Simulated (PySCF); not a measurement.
A side-by-side comparison of computed properties.

First species: C₆H₈NO₂P.
Z-matrix (Å and degrees, GFN2-xTB geometry), rows numbered from 1:
```
C 
O   1  1.4156
C   2  1.3498  1  116.25
O   3  1.2120  2  123.28  1     0.01
C   3  1.4469  2  109.15  1  -179.98
P   5  1.7389  3  122.53  2     0.12
C   6  1.7504  5   87.79  3   179.98
C   7  1.3694  6  112.14  5    -0.00
N   8  1.3442  7  114.10  6    -0.00
C   9  1.4382  5  123.77  3     0.03
H   1  1.0929  2  110.48  3    60.23
H   1  1.0929  2  110.47  3   -60.04
H   1  1.0870  2  106.18  3  -179.91
H   7  1.0744  6  124.52  5   179.98
H   8  1.0766  7  126.56  6   179.98
H  10  1.0907  9  110.26  5    59.46
H  10  1.0906  9  110.26  5   -59.23
H  10  1.0883  9  109.34  5  -179.89
```

Second species: C2H15NSi4.
Bonds: C1–N2, N2–C3, N2–Si4, Si4–Si5, Si5–Si6, Si5–Si7. Hydrogens: H8, H9, H10 on C1; H11, H12, H13 on C3; H14, H15 on Si4; H16 on Si5; H17, H18, H19 on Si6; H20, H21, H22 on Si7.

Levels: PBE0/pcSseg-1 for dipole moment, HOMO energy, LUMO energy and HOMO–LUMO gap; GFN2-xTB for rotational constant A and rotational constant C. Geometries: GFN2-xTB. Each species is one conformer at its optimised geometry, gas phase, non-relativistic unless stated; the electronic structure was computed with PySCF and density fitting.

Dipoles, sizes and rotational constants follow the conformer. The torsions of the flexible species, by atom-mapped SMILES:
- `[CH3:1][O:2][C:3](=[O:4])[c:5]1[p:6][cH:7][cH:8][n:9]1[CH3:10]`: C1–O2–C3–O4 0°, O2–C3–C5–P6 0°
- `[CH3:1][N:2]([CH3:3])[SiH2:4][SiH:5]([SiH3:6])[SiH3:7]`: C1–N2–Si4–Si5 -156°, N2–Si4–Si5–Si6 36°

(1) Which of the two has the higher HOMO energy, and by how much?

(2) Which of the two has the higher dipole moment, and by how much?

(3) Which has the higher rotational constant C?

(4) Which of the two has the higher HOMO–LUMO gap, and by how much?

(5) Which of the two has the higher rotational constant A, and by how much?

(6) Which has the higher LUMO energy?

## Answers

(1) The second: -6.38 eV against -6.67 eV, a difference of 0.29 eV.

(2) The first: 1.86 D against 1.35 D, a difference of 0.51 D.

(3) The first: 0.658 GHz against 0.514 GHz, a difference of 0.144 GHz.

(4) The second: 5.91 eV against 5.23 eV, a difference of 0.68 eV.

(5) The first: 1.965 GHz against 1.561 GHz, a difference of 0.404 GHz.

(6) The second: -0.47 eV against -1.44 eV, a difference of 0.97 eV.

On the first: The dipole equals about 6.2 × 10⁻³⁰ C·m (1 D = 3.33564 × 10⁻³⁰ C·m).

On the second: A dipole of 1.35 D is allowed in C1, and pure rotational transitions are dipole-allowed. The dipole equals about 4.5 × 10⁻³⁰ C·m (1 D = 3.33564 × 10⁻³⁰ C·m).
